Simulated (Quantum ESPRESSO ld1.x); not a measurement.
The numbers below are computed, except where a source is named.
Question: Al, configuration [He] 2s2 2p5.75 3s2 3p1.25 (fractional occupations, a model configuration). Code: ld1.x of Quantum ESPRESSO 7.5. Model: scalar-relativistic Kohn-Sham, LDA (Slater exchange, Perdew-Wang correlation), spin-polarised, spherical densities, point nucleus; open shells are filled with parallel spins first. Some entries of the table are withheld. Estimate them.

orbital  occ.  eigenvalue (hartree)  r(max) (bohr)  <r> (bohr)
1s up       1              -55.5186        0.07863      0.1206
1s down     1              -55.5014        0.07862      0.1206
2s up       1              -4.11688         0.4961         (1)
2s down     1              -4.09000         0.4965         (2)
2p up       3              -2.73547         0.4245      0.5963
2p down  2.75              -2.70560         0.4252      0.5974
3s up       1              -0.32322          2.006       2.445
3s down     1              -0.29081          2.003       2.464
3p up    1.25                   (3)          2.495       3.206
3p down     0                   (4)          2.528       3.351

Answer: 
(1) 2s up <r> (bohr): 0.6243
(2) 2s down <r> (bohr): 0.6249
(3) 3p up eigenvalue (hartree): -0.12592
(4) 3p down eigenvalue (hartree): -0.09716
